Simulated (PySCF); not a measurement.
A structure optimised at B3LYP-D3(BJ)/def2-SVP, used in a PySCF frequency run:

```
W
N 1 1.7493
H 2 1.0172 1 155.54
N 1 1.7493 2 109.51 3 2.55
H 4 1.0172 1 155.54 2 -2.55
F 1 1.8842 2 108.10 3 120.10
Cl 1 2.3093 2 107.13 3 -113.31
```
Charge 0, spin multiplicity 1.

**Question.** Write its SMILES, formula and point group.

**Answer.** [NH]=[W](=[NH])([F])[Cl], ClFH₂N₂W, Cs

**Question.** What are its rotational constants (standard atomic weights)?

**Answer.** 3.5153, 1.8798, 1.7854 GHz
